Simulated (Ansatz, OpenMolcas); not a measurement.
# Abstraction of F: C2H2FN + BCl2 → C2H2N + BCl2F

Species: C2H2FN (fluoroacetonitrile) `N#CCF`, singlet; BCl2 `Cl[B]Cl`, doublet; C2H2N `[CH2]C#N`, doublet; BCl2F (dichlorofluoroborane) `FB(Cl)Cl`, singlet. A radical takes F: the energy is the difference in strength between the C–F bond broken and the B–F bond made.

Shapes, held fixed at every level: PBE0-D4/def2-TZVP. Programs: Ansatz 0.2.0, OpenMolcas 26.06. A level may come from different programs for different species; with the same settings they agree closely. The zero-point and thermal change to 298 K, harmonic and unscaled (PBE0-D4/def2-TZVP), is -6.8 kJ/mol.

```csv
level,kind,ΔH(298 K) (kJ/mol)
HF/def2-TZVPP,Hartree–Fock,-302.0
B3LYP/6-31G* (spherical functions),global hybrid,-292.3
BHLYP-D4/def2-TZVPP,global hybrid,-294.0
PBE0-D4/def2-TZVPP,global hybrid,-278.8
r2SCAN0-D4/def2-TZVPP,global hybrid,-291.3
wB97X-V/def2-TZVPP,range-separated hybrid,-279.7
B2PLYP/def2-TZVPP,double hybrid,-280.3
```

B2PLYP/def2-TZVPP gives ΔH(298 K) = -280.3 kJ/mol; the levels span -302.0 to -278.8. The median of the levels is -291.3. No measured value is set beside it here. Spin contamination: C2H2N (⟨S²⟩ up to 0.93). Open shells run unrestricted.
